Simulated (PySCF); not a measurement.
CF3, charge -1, singlet, geometry from GFN2-xTB; CCSD(T)/cc-pVDZ in PySCF.

The PySCF input:
```python
from pyscf import gto, scf, cc

mol = gto.Mole()
mol.atom = '''
    C     0.010183   -0.006571    0.532454
    F    -0.018076    1.277920   -0.102267
    F     1.110975   -0.622813   -0.147318
    F    -1.099689   -0.650726   -0.105384
'''
mol.basis = 'cc-pvdz'
mol.charge = -1
mol.spin = 0
mol.verbose = 4
mol.max_memory = 1800
mol.build()

mf = scf.RHF(mol)
mf.kernel()

mycc = cc.CCSD(mf, frozen=4)
mycc.kernel()
et = mycc.ccsd_t()
print('E(CCSD(T)) = %.10f' % (mycc.e_tot + et))
```

What the program printed (banner, timings and long lists left out):

```
PySCF version 2.14.0

[INPUT] verbose = 4
[INPUT] num. atoms = 4
[INPUT] num. electrons = 34
[INPUT] charge = -1
[INPUT] spin (= nelec alpha-beta = 2S) = 0
[INPUT] symmetry False subgroup None
[INPUT] Mole.unit = angstrom
[INPUT] Symbol           X                Y                Z      unit          X                Y                Z       unit  Magmom
[INPUT]  1 C      0.010183000000  -0.006571000000   0.532454000000 AA    0.019243081126  -0.012417390365   1.006192233929 Bohr   0.0
[INPUT]  2 F     -0.018076000000   1.277920000000  -0.102267000000 AA   -0.034158689428   2.414918809104  -0.193256621581 Bohr   0.0
[INPUT]  3 F      1.110975000000  -0.622813000000  -0.147318000000 AA    2.099438481239  -1.176945996819  -0.278390673219 Bohr   0.0
[INPUT]  4 F     -1.099689000000  -0.650726000000  -0.105384000000 AA   -2.078111032197  -1.229693922134  -0.199146897911 Bohr   0.0

nuclear repulsion = 117.974789443168
number of shells = 20
number of NR pGTOs = 104
number of NR cGTOs = 56
basis = cc-pvdz
ecp = {}

******** <class 'pyscf.scf.hf.RHF'> ********
method = RHF
initial guess = minao
damping factor = 0
level_shift factor = 0
DIIS = <class 'pyscf.scf.diis.CDIIS'>
diis_start_cycle = 1
diis_space = 8
diis_damp = 0
SCF conv_tol = 1e-09
SCF conv_tol_grad = None
SCF max_cycles = 50
direct_scf = True
direct_scf_tol = 1e-13
Set gradient conv threshold to 3.16228e-05
Initial guess from minao.
init E= -336.015687263357
  HOMO = -0.216924664390461  LUMO = 0.233615882145916  gap/eV = 12.25983
cycle= 1 E= -336.01326144944  delta_E= 0.00243  |g|= 0.814  |ddm|= 1.97
  HOMO = -0.144005576823284  LUMO = 0.532408734373394  gap/eV = 18.40617
cycle= 2 E= -336.096045373174  delta_E= -0.0828  |g|= 0.519  |ddm|= 0.785
  HOMO = -0.117291294004007  LUMO = 0.568142590384227  gap/eV = 18.65161
cycle= 3 E= -336.139625858929  delta_E= -0.0436  |g|= 0.0504  |ddm|= 0.281
  HOMO = -0.115398023105149  LUMO = 0.576629611458121  gap/eV = 18.83103
cycle= 4 E= -336.141717519281  delta_E= -0.00209  |g|= 0.0161  |ddm|= 0.131
  HOMO = -0.116314336423946  LUMO = 0.576047297662329  gap/eV = 18.84012
cycle= 5 E= -336.141946259413  delta_E= -0.000229  |g|= 0.0035  |ddm|= 0.0528
  HOMO = -0.114972896824141  LUMO = 0.576949028896686  gap/eV = 18.82815
cycle= 6 E= -336.141954821172  delta_E= -8.56e-06  |g|= 0.000586  |ddm|= 0.011
  HOMO = -0.115115116335653  LUMO = 0.576890592071551  gap/eV = 18.83043
cycle= 7 E= -336.141954975743  delta_E= -1.55e-07  |g|= 0.000144  |ddm|= 0.00113
  HOMO = -0.115074000231038  LUMO = 0.576917590827023  gap/eV = 18.83005
cycle= 8 E= -336.14195498743  delta_E= -1.17e-08  |g|= 3.34e-05  |ddm|= 0.000251
  HOMO = -0.115072945178698  LUMO = 0.576913821744477  gap/eV = 18.82992
cycle= 9 E= -336.141954988128  delta_E= -6.98e-10  |g|= 4.12e-06  |ddm|= 5.85e-05
  HOMO = -0.11507273474848  LUMO = 0.576914470310618  gap/eV = 18.82993
Extra cycle  E= -336.141954988135  delta_E= -7.33e-12  |g|= 1.64e-06  |ddm|= 4.78e-06
converged SCF energy = -336.141954988135

******** <class 'pyscf.cc.ccsd.CCSD'> ********
CC2 = 0
CCSD nocc = 13, nmo = 52
frozen orbitals 4
max_cycle = 50
direct = 0
conv_tol = 1e-07
conv_tol_normt = 1e-05
diis_space = 6
diis_start_cycle = 0
diis_start_energy_diff = 1e+09
Init t2, MP2 energy = -336.82935498618  E_corr(MP2) -0.687399998044375
Init E_corr(CCSD) = -0.687399998045276
cycle = 1  E_corr(CCSD) = -0.682887114282044  dE = 0.00451288376  norm(t1,t2) = 0.0615916
cycle = 2  E_corr(CCSD) = -0.698446665460426  dE = -0.0155595512  norm(t1,t2) = 0.019335
cycle = 3  E_corr(CCSD) = -0.698517709433985  dE = -7.10439736e-05  norm(t1,t2) = 0.0101159
cycle = 4  E_corr(CCSD) = -0.700722947430029  dE = -0.002205238  norm(t1,t2) = 0.00384473
cycle = 5  E_corr(CCSD) = -0.700716169085312  dE = 6.77834472e-06  norm(t1,t2) = 0.000979813
cycle = 6  E_corr(CCSD) = -0.700623569099913  dE = 9.25999854e-05  norm(t1,t2) = 0.000375436
cycle = 7  E_corr(CCSD) = -0.700626652368556  dE = -3.08326864e-06  norm(t1,t2) = 0.00010769
cycle = 8  E_corr(CCSD) = -0.700634491337995  dE = -7.83896944e-06  norm(t1,t2) = 2.54012e-05
cycle = 9  E_corr(CCSD) = -0.70063436429559  dE = 1.27042405e-07  norm(t1,t2) = 1.13019e-05
cycle = 10  E_corr(CCSD) = -0.700633876282253  dE = 4.88013337e-07  norm(t1,t2) = 3.71465e-06
cycle = 11  E_corr(CCSD) = -0.700633918219822  dE = -4.1937569e-08  norm(t1,t2) = 1.26771e-06
CCSD converged
E(CCSD) = -336.8425889063552  E_corr = -0.700633918219822
CCSD(T) correction = -0.0136664810454851
E(CCSD(T)) = -336.8562553874
```
